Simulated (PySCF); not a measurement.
**Correlation energy of Pr⁴⁵⁺ (praseodymium, charge +45)**

[Ne] 3s2 3p2, high-spin 3P determinant. All numbers are calculated (PySCF 2.14, the spin-free X2C one-electron Hamiltonian (Gaussian nucleus), in an uncontracted even-tempered set (18 s from 9.2 bohr⁻², ratio 2.5; 12 p from 12 bohr⁻², ratio 2.5; 4 d from 48 bohr⁻², ratio 2.7; 4 f from 71 bohr⁻², ratio 2.7)). Frozen: 1s2; 12 electrons correlated; the 21 highest virtual orbitals of each spin left out.

| level | correlation energy (mhartree) |
| --- | --- |
| CCSD | -526.20 |
| (T) | -0.79 |
| CCSD(T) | -526.99 |

Diagnostics: T1 = 0.00051, D1 = 0.0022, largest double amplitude 0.047.

Spin-orbit coupling is strong in this species (close to jj coupling), so the high-spin LS determinant is a model state, not a physical level.

Cost of the coupled-cluster step: about 40 core-seconds, for 12 correlated electrons.

Iterations:

```
CC2 = 0
CCSD nocc = (np.int64(7), np.int64(5)), nmo = (80, 80)
frozen orbitals [[0, 81, 82, 83, 84, 85, 86, 87, 88, 89, 90, 91, 92, 93, 94, 95, 96, 97, 98, 99, 100, 101], [0, 81, 82, 83, 84, 85, 86, 87, 88, 89, 90, 91, 92, 93, 94, 95, 96, 97, 98, 99, 100, 101]]
max_cycle = 100
direct = 0
conv_tol = 1e-08
conv_tol_normt = 1e-06
diis_space = 8
diis_start_cycle = 0
Init t2, MP2 energy = -0.507441393131265
Init E_corr(UCCSD) = -0.507441393132176
cycle = 1  E_corr(UCCSD) = -0.522178289136514  dE = -0.014736896  norm(t1,t2) = 0.0106789
cycle = 2  E_corr(UCCSD) = -0.525281087931455  dE = -0.00310279879  norm(t1,t2) = 0.00257445
cycle = 3  E_corr(UCCSD) = -0.52620945804506  dE = -0.000928370114  norm(t1,t2) = 0.000661726
cycle = 4  E_corr(UCCSD) = -0.526198409110536  dE = 1.10489345e-05  norm(t1,t2) = 2.90145e-05
cycle = 5  E_corr(UCCSD) = -0.526198488076558  dE = -7.89660215e-08  norm(t1,t2) = 9.60466e-07
cycle = 6  E_corr(UCCSD) = -0.526198485044112  dE = 3.03244596e-09  norm(t1,t2) = 4.59982e-08
UCCSD converged
E(UCCSD) = -7309.889701153463  E_corr = -0.5261984850441116
UCCSD(T) correction = -0.000792590372299099
```

At this charge the one-electron X2C treatment keeps the bare 1/r₁₂, with no two-electron picture change or Breit term. The effect here is smaller than on the frozen 1s shell; and a scalar Hamiltonian misses the large spin-orbit splitting of the p shells, which matters for ns² → np² pairs.

Spin-orbit coupling is strong in this species, so the high-spin LS determinant is a model state.
